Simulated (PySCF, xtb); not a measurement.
H4Si2, SMILES [SiH][SiH3] (connectivity only; charge and spin as stated), neutral, multiplicity 1.

The structure is a stationary point at ωB97X-D3(BJ)/def2-TZVP. The isomer is the one that the SMILES or the coordinates give; other isomers of the formula were not compared.

The numbers are results of IEF-PCM-PBE0/def2-SVP (PySCF), not measurements.

The values are the electrostatic part of the solvation free energy, E(continuum) − E(gas) at the gas-phase geometry, in a cavity of scaled van der Waals radii (PySCF's table); cavitation and dispersion terms are not included. In vacuum the orbital gap is 3.26 eV. The dipole moment in vacuum is 0.29 D.

**Question.** Estimate the values in water (ε = 78.36), N,N-dimethylformamide (ε = 37.22), 1-octanol (ε = 9.86). (The exact figures need the calculation; the answer reports its results.)

**Answer.** 
```json
[
 {"solvent": "water", "ε": "78.36", "ΔG(elec) (kcal/mol)": "-1.6", "dipole (D)": "0.37", "gap (eV)": "3.43"},
 {"solvent": "N,N-dimethylformamide", "ε": "37.22", "ΔG(elec) (kcal/mol)": "-1.6", "dipole (D)": "0.37", "gap (eV)": "3.43"},
 {"solvent": "1-octanol", "ε": "9.86", "ΔG(elec) (kcal/mol)": "-1.4", "dipole (D)": "0.36", "gap (eV)": "3.40"}
]
```

For comparison, GFN2-xTB/ALPB(water) (xtb, at the GFN2-xTB geometry, all terms of that model) gives -0.2 kcal/mol.
